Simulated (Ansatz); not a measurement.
Molecule: C2H2Cl, charge 0, multiplicity 2. It need not be the lowest isomer of its formula. SMILES: [C](=C/Cl)/[H]
Coordinates optimised at B3LYP-D3(BJ)/def2-TZVP (Ansatz, a program for electronic structure):
```xyz
5

C      1.7016    -0.2584     0.0228
C      0.6654     0.5164     0.0131
Cl    -0.9934    -0.1090    -0.0151
H      1.9960    -1.2918     0.0201
H      0.6906     1.5972     0.0208
```
Charge 0, spin multiplicity 2.

Parts of the frozen-core correlation energy in cc-pwCVTZ (Ansatz, hartree). Frozen orbitals: 7; correlated occupied orbitals by spin: 9 and 8; virtual: 157 and 158. Open shells are spin-unrestricted. No spin-orbit coupling. Non-relativistic.

```csv
term,value
reference (HF),-536.35688
MP2 opposite-spin,…
MP2 same-spin,-0.11653
CCSD correlation,…
(T),…
T1 diagnostic,0.035
largest doubles amplitude,0.084
<S^2> of the reference,0.950
```

**Question.** Fill in the missing entries.

**Answer.** 
- MP2 opposite-spin, value: -0.35568
- CCSD correlation, value: -0.51432
- (T), value: -0.02456
